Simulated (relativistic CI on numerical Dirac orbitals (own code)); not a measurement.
## One change at a time: Dy XXII

Base calculation: Dirac-Coulomb-Breit CI, separate exchange-only KLI orbitals for each configuration, QED by a radiative potential, unscaled Slater integrals.

Configurations in the expansion (outside the closed core [Ar] 3d10): 4s²4p⁶4d⁹, 4s²4p⁵4d¹⁰, 4s²4p⁶4d⁸4f, 4s4p⁶4d¹⁰, 4s²4p⁵4d⁹4f, 4s²4p⁶4d⁸5s, 4s4p⁶4d⁹4f, 4s²4p⁶4d⁸5p, 4s²4p⁶4d⁷4f5s, 4s²4p⁶4d⁸5d, 4s²4p⁶4d⁷5s5p, 4s²4p⁵4d⁹5s, 4s²4p⁶4d⁸5f, 4s²4p⁶4d⁸6s, 4s²4p⁵4d⁹5p, 4s²4p⁶4d⁸5g, 4s²4p⁶4d⁸6p, 4s²4p⁶4d⁸6d, 4s²4p⁵4d⁹5d, 4s4p⁶4d⁹5s, 4s4p⁶4d⁸4f5s, 4s²4p⁶4d⁸6f, 4s²4p⁶4d⁷5s², 4s²4p⁶4d⁶4f5s², 4s²4p⁵4d⁷4f5s², 4s4p⁶4d⁷4f5s², 4p⁶4d⁹4f², 4p⁵4d¹⁰4f², 4p⁶4d⁸4f³, 4p⁵4d⁹4f³, 4p⁶4d⁸4f²5s. Double excitations out of closed p, d and f shells are left out; levels of such configurations are missing from the list, as are those of other unlisted configurations, and high levels can miss mixing partners. These lack a partner that the ground configuration has and come out too high: 4s²4p⁶4d⁸5p, 4s²4p⁶4d⁸5d, 4s²4p⁵4d⁹5s, 4s²4p⁶4d⁸5f, 4s²4p⁶4d⁸6s.

Variants: (1) Breit term removed; (2) only the first 3 configurations. Shifts of the energy above 4s²4p⁶4d⁹ ²D5/2, in cm⁻¹, for the lowest level and the first level of each name with at least 55 % of one term (blank where a level changes its place among those of its configuration and J or its character, or is not in the variant):

| Level | Base | Δ(1) | Δ(2) |
| --- | --- | --- | --- |
| 4s²4p⁶4d⁹ ²D5/2 | 0 | 0 | 0 |
| 4s²4p⁶4d⁹ ²D3/2 | 66918 | +1543 | -481 |
| 4s²4p⁵4d¹⁰ ²P°3/2 | 1117689 | +3691 | -4657 |
| 4s²4p⁶4d⁸4f ⁴F°7/2 | 1219121 | +1976 | -12315 |
| 4s²4p⁶4d⁸4f ⁴F°9/2 | 1230876 | +2605 | -12436 |
| 4s²4p⁶4d⁸4f ⁴I°15/2 | 1246126 | +3114 | -12727 |
| 4s²4p⁶4d⁸4f ⁴D°7/2 | 1249336 | +2537 | -11582 |
| 4s²4p⁶4d⁸4f ⁴H°13/2 | 1258163 | +2873 | -12289 |
| 4s²4p⁶4d⁸4f ⁴G°7/2 | 1293004 | +2729 | -12449 |
| 4s²4p⁶4d⁸4f ²K°13/2 | 1327130 | +4042 | -12707 |
| 4s²4p⁶4d⁸4f ²K°15/2 | 1335979 | +4829 | -12723 |
| 4s²4p⁶4d⁸4f ²F°7/2 | 1337096 | +3483 | -12281 |
| 4s²4p⁶4d⁸4f ⁴D°5/2 | 1367149 | +3421 | -11903 |
| 4s²4p⁶4d⁸4f ²I°11/2 | 1378998 | +3828 | -12608 |

At this charge energies of transitions that change n are usually good to better than 1 %, and those within a shell (Δn = 0) to a few per cent.

Ionisation energy from the two ground configurations alone: base 701.74 eV; Breit term removed 701.948 eV. The NIST ASD value (theoretical) is 702 eV.

LS names give the leading component of a level, which can be under half, so a name can repeat, a term be missing and a line seem to break the LS rules.
